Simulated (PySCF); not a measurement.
Computed IR spectrum (relative IR intensity) of a molecule C₄H₁₀N₂. The structure is a stationary point at PBE-D3(BJ)/def2-SVP. The values are those of a single conformer. Calculation: PBE-D3(BJ)/def2-SVP in PySCF. Frequencies are harmonic and unscaled.

ν (cm⁻¹): 197 (vw), 302 (w), 326 (w), 386 (w), 489 (vw), 590 (w), 811 (vs), 858 (s), 997 (m), 1021 (w), 1089 (vw), 1105 (w), 1136 (vw), 1323 (m), 1362 (w), 1395 (vw), 1428 (w), 1590 (w), 1705 (m), 2909 (m), 2971 (m), 2980 (m), 3004 (m), 3026 (w), 3031 (m) (against the strongest line: vs over 80 %, s over 45 %, m over 15 %, w over 4 %, vw less)

Problem. Which molecule gave these data?
A) NCC1(N)CC1
B) C/N=C\CCN
C) CC1(N)CNC1
D) NC/C=C/CN

Solution. B, C/N=C\CCN
